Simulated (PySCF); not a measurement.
**Trend along the fifth-period p block: MO cations**

CCSD(T) with double-zeta basis sets in PySCF, for the lowest determinant that a PBE0 search found; no spin–orbit coupling. De refers to high-spin ground-configuration atoms (the charge goes to the atom of lower measured ionisation energy or higher electron affinity, which is not always the lowest computed limit).

```
 M       basis  reference, frozen orbitals  charged atom  state (unpaired electrons)  Re (Å)  ωe (cm⁻¹)  De (eV)
In    def2-SVP                      UHF, 5           In+              triplet (π ↑↑)   3.011        115     0.23
Sn  x2c-SVPall                     UHF, 19           Sn+               doublet (π ↑)   2.016        626     2.67
 I    def2-SVP                     ROHF, 5            I+              triplet (π ↑↑)   1.893        616     2.41
```

The shortest bond is that of IO⁺ (1.893 Å), the longest that of InO⁺ (3.011 Å).

The rows differ in basis set, which adds steps of its own.

The state changes along the series, so neighbouring rows are not always alike in their bonding.

Correlated steps freeze the inner cores (5 to 19 orbitals); shallow outer-core shells are correlated. UHF and ROHF references stand side by side, which adds small steps between rows. Weak bonds: InO⁺. Basis-set superposition, not corrected here, can be much of De in a small basis, most of all at correlated wavefunction levels. Spin–orbit coupling is left out, which matters for elements this heavy, above all for dissociation energies. For an ion De counts to the pair picked by the measured ionisation energies or electron affinities, which need not be the lowest pair at this level. The CCSD T1 diagnostic is raised in IO⁺, a sign that a single reference may not be enough there. States were picked by a PBE0 search and need not be the measured ground states.
